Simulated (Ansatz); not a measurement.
`C[N](C)[Zr]([F])([N](C)C)[N](C)C` and `C[N](C)[Hf]([F])([N](C)C)[N](C)C` differ in one element.

Ansatz, PBE0-D4/def2-TZVP geometries, multiplicity 1. Each molecule was computed in one conformer, which needn't be the lowest.

Elements past krypton have def2 core potentials.

| property | `C[N](C)[Zr]([F])([N](C)C)[N](C)C` |
| --- | --- |
| LUMO energy (B3LYP/def2-TZVPP) / eV | -0.12 |
| size of the dipole moment (ωB97M-V/def2-TZVPP) / D | 1.97 |
| LUMO energy (PBE/def2-TZVPP) / eV | -0.71 |
| HOMO–LUMO gap (PBE/def2-TZVPP) / eV | 4.17 |
| HOMO energy (B3LYP/def2-TZVPP) / eV | -5.92 |
| LUMO energy (PBE0/def2-TZVPP) / eV | 0.14 |

Task: Give the same properties after the change, and the shifts. (Best estimate.)

Result: Computed: 
| property | `C[N](C)[Hf]([F])([N](C)C)[N](C)C` | shift |
| --- | --- | --- |
| LUMO energy (B3LYP/def2-TZVPP) / eV | -0.04 | 0.08 |
| size of the dipole moment (ωB97M-V/def2-TZVPP) / D | 1.82 | -0.15 |
| LUMO energy (PBE/def2-TZVPP) / eV | -0.51 | 0.20 |
| HOMO–LUMO gap (PBE/def2-TZVPP) / eV | 4.35 | 0.18 |
| HOMO energy (B3LYP/def2-TZVPP) / eV | -5.91 | 0.01 |
| LUMO energy (PBE0/def2-TZVPP) / eV | 0.22 | 0.08 |

Dipoles are sizes alone; their direction can turn.

B3LYP here is the variant with VWN-RPA as its local correlation; programs differ in this.
